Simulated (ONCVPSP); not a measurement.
**Varying the ONCV potential for Be**

Base potential:

ONCVPSP 4.0.1 input, shortened (lines: element, Z, core and valence counts, functional; n l f; lmax; l rc ep ncon nbas qcut; lloc lpopt rc5 dvloc0; l nproj debl; icmod fcfact rcfact), LDA (Perdew-Wang 92), non-relativistic:

```
  Be 4.00    0    3  -001012      upf
    1    0    2.00
    2    0    1.00
    2    1    1.00
    2
    0    0.95    0.00    4    8   12.70
    1    3.35    0.00    4    7    4.00
    2    3.65    0.45    4    9    2.20
    4    5    0.85    0.00
    0    2    2.30
    1    2    1.70
    2    2    1.70
    0    0.00    0.00
```

All-electron outer shells of the reference configuration (LDA (PZ), non-relativistic, ld1.x):

```tsv
shell	level (eV)	outermost node (bohr)	outermost maximum (bohr)
1s	-106.22	–	0.27
2s	-6.14	0.60	2.02
2p	-2.60	–	2.23
```

Cutoffs, loose and tight: the cutoffs (Ha) at which the residual kinetic energy of the hardest occupied pseudo-wave falls to 1 and 0.1 mHa per electron. They do not see the model core or the augmentation charge, which bear on the density cutoff. Test errors are all-electron minus pseudo excitation energies from the reference, over the configurations 1s2 2s2 2p0; 1s2 2s1 2p0; 1s2 2s0 2p0; 1s2 2s0 2p2. A dash means not determined; rows that change the core or the reference have their own tests.

A true bound ghost makes a file unfit for plane-wave use even where its test errors are small: the radial tests pick states by their node count and pass the ghost by.

| change | outcome | cutoff, loose | cutoff, tight | bound ghosts | GHOST(+) flags above zero | largest test error (meV) |
| --- | --- | --- | --- | --- | --- | --- |
| base | generated | 61 Ha | 71 Ha | p | none | +105 |
| reference 1s2 2s2; wave 2p: rc 3.35 bohr, ncon 4, nbas 7, qcut 4 1/bohr, 2 projectors, debl 1.7 Ha becomes p scattering state at 0.21 Ha: rc 3.35 bohr, ncon 4, nbas 7, qcut 4 1/bohr, 2 projectors, debl 1.7 Ha | generated, projector energies reset by the program | 61 Ha | 71 Ha | p | none | -11 |
| all radii scaled by about 1.15 (s 1.10, p 3.84, d 4.18 bohr); local potential polynomial inside 0.98 bohr (lpopt 5, dvloc0 0 Ha) | generated | 54 Ha | 63 Ha | p | none | +149 |
| core [He], valence charge 2; reference 2s2; waves now 2s: rc 2.10 bohr, ncon 3, nbas 6, qcut 3.7 1/bohr, 2 projectors, debl 2.9 Ha; p scattering state at 0.37 Ha: rc 1.65 bohr, ncon 4, nbas 7, qcut 4.4 1/bohr, local; d scattering state at 0.08 Ha: rc 2.25 bohr, ncon 4, nbas 7, qcut 3.6 1/bohr, 2 projectors, debl 3 Ha; local potential the p channel; core correction Teter function, fcfact 2, rcfact 1.4 | generated, projector energies reset by the program | 4.6 Ha | 6.6 Ha | none | none | +7.5 |
| d: rc 2.98 | generated | 61 Ha | 71 Ha | p | d | +105 |
| p: debl 2.65 | generated | 61 Ha | 71 Ha | none | p | +105 |
| s: qcut 13.1 | generated | 63 Ha | 74 Ha | p | none | +105 |
| s: qcut 8.3; p: qcut 2.6; d: qcut 1.4 | generated | 171 Ha | 206 Ha | p | none | +198 |
| p: nbas 9 | generated | 61 Ha | 71 Ha | p | none | +109 |
| p: nproj 1 | generated | 61 Ha | 71 Ha | none | none | +105 |

Task: What comes out with this change to the base: p: qcut 3.5?

Result: outcome: generated; cutoff, loose: 61 Ha; cutoff, tight: 71 Ha; bound ghosts: p; GHOST(+) flags above zero: none; largest test error (meV): +127.
